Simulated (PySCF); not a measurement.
C₂H₆NO (SMILES CC([NH3+])=O), charge +1, singlet, at a GFN2-xTB geometry. Base run: CASSCF(6,4)/6-31G* (PySCF).

PySCF was given this input:
```python
from pyscf import gto, scf, mcscf
import numpy

mol = gto.Mole()
mol.atom = '''
    O     0.419742    1.335988    0.185942
    C    -0.054338    0.283115    0.038637
    N     1.009591   -0.914244   -0.162186
    C    -1.419457   -0.234742    0.003078
    H     0.773244   -1.741228    0.398216
    H    -2.113387    0.595587   -0.125765
    H    -1.572434   -0.966171   -0.787665
    H    -1.656404   -0.714842    0.955158
    H     1.939820   -0.564677    0.109659
    H     1.046856   -1.187111   -1.152123
'''
mol.basis = '6-31g*'
mol.charge = 1
mol.spin = 0
mol.verbose = 4
mol.build()

mf = scf.RHF(mol)
mf.kernel()
mc = mcscf.CASSCF(mf, 4, 6)
mc.fix_spin_(ss=0.0)
mc.kernel()
occ = numpy.linalg.eigvalsh(mc.fcisolver.make_rdm1(mc.ci, mc.ncas, mc.nelecas))[::-1]
ss = mc.fcisolver.spin_square(mc.ci, mc.ncas, mc.nelecas)[0]
print('natural occupations', occ.round(4), ' <S^2>', round(ss, 4))
```

Variants of this job, named by their change:

```
change                                   ΔE vs base (mEh)                           natural occupations  <S^2> of the state  core-seconds (rough)        outcome
---------------------------------------  ----------------  --------------------------------------------  ------------------  --------------------  -------------
base                                                0.000                           2.00 2.00 1.93 0.07                0.00                    20      converged
start = MP2 natural orbitals                        0.000                           2.00 2.00 1.93 0.07                0.00                    20      converged
active space = 6 electrons, 6 orbitals                  -                                             -                   -                     -  not converged
solver = newton                                     0.000                           2.00 2.00 1.93 0.07                0.00                    20      converged
correction = SC-NEVPT2                             -552.4                           2.00 2.00 1.93 0.07                0.00                    20      converged
orbitals = fixed (CASCI)                           28.734                           2.00 2.00 1.99 0.01                0.00                     2      converged
fix_spin_ = off                                     0.000                           2.00 2.00 1.93 0.07                0.00                    20      converged
active space = 10 electrons, 9 orbitals           -97.234  2.00 1.99 1.98 1.98 1.95 0.06 0.02 0.02 0.01                0.00                    40      converged
active space = 4 electrons, 4 orbitals            -33.682                           1.98 1.94 0.06 0.02                0.00                    20      converged
state_average = 2 states                            9.912                                             -                   -                    20      converged
active space = 10 electrons, 8 orbitals           -82.079       2.00 2.00 1.98 1.97 1.95 0.06 0.03 0.02                0.00                    40      converged
```

Active orbitals are taken around the Fermi level unless the row says otherwise; CASSCF can end in different local minima, and two programs can end on different orbitals. State-averaged rows give the lowest state.
